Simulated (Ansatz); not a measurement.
Abridged output of a molecular run in Ansatz:

```
Functional definition: HF
  name "HF"
  cite "Fock, Z. Phys. 61, 126 (1930) doi:10.1007/BF01340294"
  parent pbe
  exchange = exact_x
  correlation = 0
1776 factors; integrals over basis functions are off by at most 1.1e-3 eV
mean field evaluation 1: about -28384.2371 eV, gradient 3.1e1 eV
mean field evaluation 2: about -28384.5785 eV, gradient 3.1e1 eV
mean field evaluation 4: about -28387.9346 eV, gradient 4.0e0 eV
mean field evaluation 8: about -28388.0023 eV, gradient 2.4e-1 eV
mean field -28388.00266305 eV, -1043.2398557877 hartree, gradient 2.6e-6 eV, S^2 0.000000; 0 other end points of the search recorded, 0 dependent functions left out
17 core orbitals not correlated: weight in the atoms' cores, before any rotation towards them, 1.000 or more for the frozen orbitals, at most 0.000 for the correlated occupied ones
reference -28388.00266305 eV, -1043.2398557877 hartree; 15, 15 occupied and 282, 282 virtual orbitals, 1776 factors
second order -19.85061325 eV of doubles, -0.00000000 eV of singles
cycle   1  -21.15262069 eV  change    -1.3e0 eV  update   1.1e-1
cycle   2  -21.77154082 eV  change   -6.2e-1 eV  update   3.2e-2
cycle   3  -21.85825311 eV  change   -8.7e-2 eV  update   1.3e-2
cycle   4  -21.85105936 eV  change    7.2e-3 eV  update   3.7e-3
cycle   5  -21.84952005 eV  change    1.5e-3 eV  update   1.5e-3
cycle   6  -21.84932001 eV  change    2.0e-4 eV  update   4.7e-4
cycle   7  -21.84924711 eV  change    7.3e-5 eV  update   1.8e-4
cycle   8  -21.84932041 eV  change   -7.3e-5 eV  update   7.0e-5
cycle   9  -21.84933166 eV  change   -1.1e-5 eV  update   2.6e-5
perturbative correction -0.95191852 eV, -0.0349823603 hartree
Total energy: -28410.80391323 eV, -1044.0777862767 hartree
```

Its atoms:

```xyz
14

B    -0.692    2.343   -0.258
Si    0.257    0.713   -0.744
S    -1.936    0.715   -0.151
C     1.240   -0.385    0.400
Si    0.463   -2.058    0.739
H    -1.075    3.120   -1.079
H    -0.540    2.684    0.881
H     0.260    0.139   -2.116
H    -2.365    0.687   -1.423
H     2.214   -0.545   -0.078
H     1.423    0.138    1.343
H     0.030   -2.684   -0.539
H    -0.719   -1.901    1.623
H     1.438   -2.965    1.403
```

Q: Which basis set was used?
A. cc-pV(Q+d)Z
B. def2-QZVPP
C. def2-SVP
D. def2-TZVPP

A: D. It gives 314 functions.

Q: Write the keys of the input that set method, charge and spin (a neutral closed shell needs none for the last two).

A: 
```yaml
correlation: {method: ccsd_t}
```
